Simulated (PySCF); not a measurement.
Work out the structure from these simulated measurements.

Formula: C3H12Si4.

| Property | Result |
| --- | --- |
| Dipole | 0.57 D [PBE0/pcSseg-1] |
| 1H NMR | chemical shifts (computed TMS as zero) by class: 4.81 (1 H), 3.63 (3 H), 3.60 (3 H), 3.17 (1 H), 2.02 (1 H), 0.44 (3 H) ppm [GIAO PBE0/pcSseg-1] |
| NMR, other nuclei | isotropic shieldings of nuclei other than C and H, by class: 410 (1 Si), 463 (1 Si), 464 (1 Si), 490 (1 Si) ppm [GIAO PBE0/pcSseg-1] |
| Rotational structure | rotational constants A, B, C: 1.161, 0.769, 0.647 GHz [GFN2-xTB] |
| 13C NMR | chemical shifts (computed TMS as zero) by class: 106.1 (1 C), 89.1 (1 C), -1.3 (1 C) ppm [GIAO PBE0/pcSseg-1] |

The electronic properties come from PySCF, for the isolated species, density fitting. Levels stand in brackets. Geometry: GFN2-xTB, one conformer, isolated molecule. NMR classes are plain means over equivalent atoms (diastereotopic ones count apart unless rotation or inversion swaps them), as if these changed places fast.

Problem. Propose a structure and show how it fits.

Solution. Numbering: `[CH:1]#[C:2][Si@@H:3]([CH3:4])[SiH:5]([SiH3:6])[SiH3:7]`. Its formula, C3H12Si4, gives 2 degrees of unsaturation: 0 rings and 2 π bonds in the structure found. 3 carbons fall into 3 classes; from least to most shielded: terminal alkyne carbon [C1] (106.1 ppm), alkyne carbon [C2] (89.1 ppm), Si-methyl carbon [C4] (-1.3 ppm). Hydrogen classes from least to most shielded: 1 H on an SiH silicon, Si3 (4.81 ppm), 3 H on an SiH3 silicon, Si6 (3.63 ppm), 3 H on an SiH3 silicon, Si7 (3.60 ppm), 1 H on an SiH silicon, Si5 (3.17 ppm), 1 H on a terminal alkyne carbon, C1 (2.02 ppm), 3 H on an Si-methyl carbon, C4 (0.44 ppm, a mean of values up to 0.6 ppm apart in this geometry). The other shieldings belong to: 410 ppm, SiH silicon [Si3]; 463 ppm, SiH3 silicon [Si7]; 464 ppm, SiH3 silicon [Si6]; 490 ppm, SiH silicon [Si5]. The optimised geometry has point group C1 and is an asymmetric top. Structure: `C#C[Si@@H](C)[SiH]([SiH3])[SiH3]`. Computed isomers that give other values at the same levels: `CC1=C[SiH2][Si@H]([SiH3])[SiH2]1` (13C chemical shifts (computed TMS as zero) by class: 171.1 (1 C), 149.5 (1 C), 32.1 (1 C) ppm); `C#C[SiH2][Si@H](C)[SiH2][SiH3]` (13C chemical shifts (computed TMS as zero) by class: 106.4 (1 C), 84.1 (1 C), -6.8 (1 C) ppm); `C#CC[SiH2][SiH]([SiH3])[SiH3]` (13C chemical shifts (computed TMS as zero) by class: 89.4 (1 C), 76.1 (1 C), 1.0 (1 C) ppm). The assignments are read from this structure; whether some other isomer fits the data as well wasn't checked. The mirror image fits equally.

Conformer computed: `[CH:1]#[C:2][Si@@H:3]([CH3:4])[SiH:5]([SiH3:6])[SiH3:7]`: C2–Si3–Si5–Si6 -63°.
